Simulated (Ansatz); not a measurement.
`N=C=CNB[SiH3]` at its PBE0-D4/def2-TZVP geometry, where that method's forces vanish. Total charge 0; spin multiplicity 1.

```csv
atom,x (Å),y (Å),z (Å)
N1,-3.228,1.783,-0.742
C2,-2.357,1.202,-0.112
C3,-1.491,0.442,0.515
N4,-0.248,0.055,-0.010
B5,0.725,-0.694,0.646
Si6,2.437,-1.159,-0.298
H7,-3.222,2.801,-0.658
H8,-1.720,0.099,1.516
H9,-0.092,0.358,-0.961
H10,0.485,-1.032,1.771
H11,3.626,-0.625,0.427
H12,2.620,-2.634,-0.411
H13,2.465,-0.596,-1.682
```

(1) For each bond, give half the difference of the two atoms' forces along it (eV/Å; positive pushes the atoms apart) under PBE-D4, r2SCAN-D4, B3LYP-D4, ωB97M-V in def2-TZVPP. (An estimate is asked.)

Results:

(1) Computed: 
```
   bond  length (Å)  PBE-D4  r2SCAN-D4  B3LYP-D4  ωB97M-V
  N1–C2       1.222    0.44       0.13      0.12     0.23
  N1–H7       1.021    0.16       0.00     -0.03    -0.12
  C2–C3       1.312    0.05       0.02     -0.10    -0.22
  C3–N4       1.404   -0.11       0.08      0.23     0.49
  C3–H8       1.082    0.04      -0.09     -0.14    -0.21
  N4–B5       1.392    0.18       0.14      0.04    -0.06
  N4–H9       1.010    0.24      -0.02     -0.05    -0.16
 B5–Si6       2.010   -0.24      -0.09      0.04     0.10
 B5–H10       1.199    0.03      -0.06     -0.13    -0.12
Si6–H11       1.491    0.11       0.00     -0.06    -0.12
Si6–H12       1.491    0.11       0.00     -0.06    -0.12
Si6–H13       1.495    0.11      -0.01     -0.05    -0.10
```

B3LYP here is the variant with VWN-RPA as its local correlation; programs differ in this.
